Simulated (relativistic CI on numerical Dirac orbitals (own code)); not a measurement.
## Nb5+: M2,3 absorption edge

Computed with this model: Dirac-Coulomb-Breit CI, KLI orbitals optimised for each configuration, model QED (radiative potential, 1s self-energy scaled to tabulated hydrogen-like ionisation energies), valence Slater integrals scaled by 0.8, multiplet model of core-to-valence dipole absorption; configurations [Ar] 3d10 4s2 4p6 → [Ne] 3s2 3p5 3d10 4s2 4p6 4d; 80 K; Lorentzian 2 eV and Gaussian 0.4 eV FWHM. Energies are those of the free ion, without screening or charge transfer. The branching ratio is the share of the lower-energy edge in the whole absorption, uncertain by about 0.02 where the edges overlap. S is read from ⟨S²⟩ = S(S + 1).

Computed curve for free ion, scaled to 100 at the maximum (points under 2 are left out and the grid is thinned):

```json
{"Energy (eV)": "366.50", "Intensity": "2.1"}
{"Energy (eV)": "367.25", "Intensity": "2.6"}
{"Energy (eV)": "368.00", "Intensity": "3.2"}
{"Energy (eV)": "368.50", "Intensity": "3.9"}
{"Energy (eV)": "369.25", "Intensity": "5.2"}
{"Energy (eV)": "370.00", "Intensity": "7.3"}
{"Energy (eV)": "370.75", "Intensity": "11.1"}
{"Energy (eV)": "371.50", "Intensity": "18.6"}
{"Energy (eV)": "372.25", "Intensity": "34.8"}
{"Energy (eV)": "372.75", "Intensity": "54.3"}
{"Energy (eV)": "373.50", "Intensity": "94.3"}
{"Energy (eV)": "374.25", "Intensity": "83.3"}
{"Energy (eV)": "375.00", "Intensity": "42.1"}
{"Energy (eV)": "375.75", "Intensity": "21.6"}
{"Energy (eV)": "376.25", "Intensity": "14.9"}
{"Energy (eV)": "377.00", "Intensity": "9.4"}
{"Energy (eV)": "377.75", "Intensity": "6.5"}
{"Energy (eV)": "378.50", "Intensity": "4.8"}
{"Energy (eV)": "379.25", "Intensity": "3.8"}
{"Energy (eV)": "380.00", "Intensity": "3.1"}
{"Energy (eV)": "380.50", "Intensity": "2.8"}
{"Energy (eV)": "381.25", "Intensity": "2.5"}
{"Energy (eV)": "382.00", "Intensity": "2.3"}
{"Energy (eV)": "382.75", "Intensity": "2.3"}
{"Energy (eV)": "383.50", "Intensity": "2.4"}
{"Energy (eV)": "384.25", "Intensity": "2.6"}
{"Energy (eV)": "384.75", "Intensity": "2.9"}
{"Energy (eV)": "385.50", "Intensity": "3.7"}
{"Energy (eV)": "386.25", "Intensity": "5.1"}
{"Energy (eV)": "387.00", "Intensity": "7.9"}
{"Energy (eV)": "387.75", "Intensity": "14.2"}
{"Energy (eV)": "388.25", "Intensity": "22.8"}
{"Energy (eV)": "389.00", "Intensity": "40.4"}
{"Energy (eV)": "389.75", "Intensity": "33.8"}
{"Energy (eV)": "390.50", "Intensity": "16.9"}
{"Energy (eV)": "391.25", "Intensity": "8.8"}
{"Energy (eV)": "392.00", "Intensity": "5.3"}
{"Energy (eV)": "392.50", "Intensity": "4.0"}
{"Energy (eV)": "393.25", "Intensity": "2.8"}
{"Energy (eV)": "394.00", "Intensity": "2.1"}
```

The ground state has S = 0.00, and the centroid lies at 378.21 eV.
